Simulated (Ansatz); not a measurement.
A structure relaxed at PBE0-D4/def2-TZVP, charge 0, multiplicity 1:

```xyz
14

Ge    1.897    0.708    1.317
Ge    1.232   -1.166   -0.068
Ge   -0.619   -0.516   -1.494
Ge   -2.349    0.535   -0.162
H     0.735    1.100    2.245
H     2.243    1.918    0.433
H     3.121    0.358    2.178
H     2.424   -1.647   -0.917
H     0.789   -2.332    0.835
H    -1.189   -1.743   -2.231
H    -0.116    0.484   -2.552
H    -2.788   -0.410    0.969
H    -1.802    1.826    0.468
H    -3.577    0.885   -1.019
```

Give its formula and SMILES.

Ge4H10, `[GeH3][GeH2][GeH2][GeH3]`.

Point group (tolerance 0.08 Å, 0.16 Å for H)?

C2.

Summarise the bond lengths by kind.

3 × Ge–Ge 2.423 to 2.425 Å; 10 × Ge–H 1.537 to 1.540 Å.

Program: Ansatz 0.2.0.
